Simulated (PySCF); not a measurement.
Si(F)2(OH)(NH2) (F₂H₃NOSi), SMILES N[Si](O)(F)F. Coordinates come from a r2SCAN-D4/def2-SVP optimisation. Other conformers were not sampled.

Method: PySCF with r2SCAN-D4/def2-SVP.

Harmonic wavenumbers (cm⁻¹): 153, 201, 230, 270, 329, 359, 361, 374, 760, 769, 817, 932, 996, 1022, 1525, 3622, 3728, 3890. Rotational constants (GHz): 4.034, 3.914, 3.571; symmetry number 1.

Task: Work out the zero-point energy and the ideal-gas rigid-rotor harmonic-oscillator thermochemistry at 298.15 K and 1 atm.

Result: ZPE = ½ Σ hcν = ½ × 20336 cm⁻¹ = 29.07 kcal/mol. H − E(el) = 33.93 kcal/mol. Entropy in cal/(mol K): translation 39.69, rotation 26.15, vibration 13.80, total 79.64. G − E(el) = 10.19 kcal/mol. Cp = 24.77 cal/(mol K).
